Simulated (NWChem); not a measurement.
System: CH4AlI; SMILES [CH3][AlH][I]

```xyz
7

Al    -0.6182    -1.4902     0.0000
H     -2.1767    -1.7729     0.0002
I      0.0510     0.9045     0.0000
C      0.7462    -2.8773     0.0000
H      0.6328    -3.5254     0.8861
H      1.7702    -2.4754    -0.0031
H      0.6289    -3.5296    -0.8825
```
Atoms are numbered in this order, from 1.

Structure relaxed at the PBE0/def2-SVP level. def2 effective core potentials on I; no spin-orbit coupling.

Q: List the 4 lowest vertical singlet excitations and the 4 lowest triplet ones from PBE0/def2-SVP with def2 effective core potentials on I, TDA (NWChem).

A: 
| state | energy (eV) | oscillator strength | leading excitation (squared amplitude) |
|---|---|---|---|
| S1 | 4.70 | 0.000 | HOMO → LUMO (0.99) |
| S2 | 5.48 | 0.071 | HOMO−1 → LUMO (0.94) |
| S3 | 5.82 | 0.000 | HOMO−2 → LUMO (0.80) |
| S4 | 5.97 | 0.000 | HOMO−3 → LUMO (0.80) |
| T1 | 4.55 | spin-forbidden | HOMO → LUMO (0.97) |
| T2 | 4.76 | spin-forbidden | HOMO−1 → LUMO (0.99) |
| T3 | 5.48 | spin-forbidden | HOMO−2 → LUMO (0.67) |
| T4 | 5.55 | spin-forbidden | HOMO−3 → LUMO (0.65) |
